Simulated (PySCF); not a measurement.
Cl₄Cr, SMILES [Cl][Cr-]([Cl])([Cl])[Cl] (connectivity only; charge and spin as stated), charge -1, multiplicity 4. Atoms are numbered in the order given.

```xyz
5

Cr     0.0000     0.0000     0.0000
Cl     1.1952     1.1952     1.4848
Cl     1.1952    -1.1952    -1.4848
Cl    -1.1952     1.1952    -1.4848
Cl    -1.1952    -1.1952     1.4848
```
Charge -1, spin multiplicity 4.

Geometry: B3LYP-D3(BJ)/def2-SVPD. The geometry has at least one imaginary mode, so it is a saddle point at that level. The spin state was assumed, not searched.

Level of theory: CAM-B3LYP/def2-SVPD run with PySCF.

Mulliken values depend strongly on the basis, most of all with diffuse functions as here. ESP charges are fitted to the potential on shells at 1.4 to 2.0 van der Waals radii. Atomic charges (e):

```json
[
 {"atom": "Cr1", "ESP fit": "0.55", "Mulliken": "0.83", "meta-Löwdin": "(withheld)", "Mulliken spin": "3.15"},
 {"atom": "Cl2", "ESP fit": "-0.39", "Mulliken": "-0.46", "meta-Löwdin": "(withheld)", "Mulliken spin": "-0.04"},
 {"atom": "Cl3", "ESP fit": "-0.39", "Mulliken": "-0.46", "meta-Löwdin": "(withheld)", "Mulliken spin": "-0.04"},
 {"atom": "Cl4", "ESP fit": "-0.39", "Mulliken": "-0.46", "meta-Löwdin": "(withheld)", "Mulliken spin": "-0.04"},
 {"atom": "Cl5", "ESP fit": "-0.39", "Mulliken": "-0.46", "meta-Löwdin": "(withheld)", "Mulliken spin": "-0.04"}
]
```

Problem. Complete the blanks. (The exact figures need the calculation; the answer reports its results.)

Solution. 
- Cr1, meta-Löwdin: 1.20
- Cl2, meta-Löwdin: -0.55
- Cl3, meta-Löwdin: -0.55
- Cl4, meta-Löwdin: -0.55
- Cl5, meta-Löwdin: -0.55
